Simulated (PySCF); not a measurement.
Correlation energy of O (oxygen, neutral)

Starting occupation: [He] 2s2 2p4, 2p1/2 with m_j = -1/2, +1/2, 2p3/2 with m_j = +1/2, +3/2. Computed with PySCF 2.14 in an uncontracted even-tempered set (21 s from 0.019 bohr⁻², ratio 2.4; 13 p from 0.025 bohr⁻², ratio 2.4; 6 d from 0.93 bohr⁻², ratio 2.6; 5 f from 1.4 bohr⁻², ratio 2.6), with X2C-1e with screened-nucleus spin-orbit coupling, Gaussian nucleus. Frozen: nothing; 8 electrons correlated; the 30 highest virtual spinors left out.

MP2 pair energies summed by pair of shells (mhartree):

```tsv
pair	energy	share (%)
2p-2s	-73.46	34.1
2p-2p	-70.62	32.8
1s-1s	-39.71	18.5
1s-2p	-13.67	6.4
2s-2s	-11.85	5.5
1s-2s	-5.90	2.7
```

Total MP2 correlation energy: -215.21 mhartree.

The GHF reference relaxed away from the jj start to a determinant that is no pure jj level (⟨S²⟩ = 2.01, ⟨J²⟩ = 6.01); the energies belong to that determinant.
